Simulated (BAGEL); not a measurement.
# How the cost of RI-MP2 grows with the basis: C4H6O3 (acetic anhydride)

C4H6O3 has 13 atoms, charge 0, and is taken as a singlet. SMILES: `CC(=O)OC(C)=O`. The shape is that of a PBE0-D4/def2-TZVP optimisation. This is one conformer, not always the lowest.

RI-MP2 (density fitting with qzvpp-jkfit), 7 core orbitals frozen, gradient, BAGEL 1.2.2, on 1 thread of Intel Xeon at 2.30GHz, shared host. N is the number of basis functions, t the processor time.

```
        basis    N  t (s)   ln N   ln t
        6-31G   75    4.5  4.317  1.504
     6-31G(d)  110    6.8  4.700  1.917
   6-31G(d,p)  128    9.3  4.852  2.230
  6-311G(d,p)  162     13  5.088  2.565
6-311++G(d,p)  196      ?  5.278      ?
```

Q: Fit t = C·Nᵖ to the known rows and estimate the time in 6-311++G(d,p).

A: 
1. Means of the 4 rows: ln N = 4.73925, ln t = 2.0540.
2. Σ(Δln N)² = 0.31417, Σ(Δln N·Δln t) = 0.43567, so the slope is 0.43567/0.31417 = 1.3867.
3. Intercept: 2.0540 − (1.3867) × 4.73925 = -4.5179. The largest residual of the fit is 0.083.
4. ln t = -4.5179 + 1.3867 × 5.278, so t ≈ 16 s.

The run took 16 s, so the estimate is too short by a factor of about 1.0. The fitted power is 1.4, with the electron count fixed. So low a power shows that fixed costs still weigh.
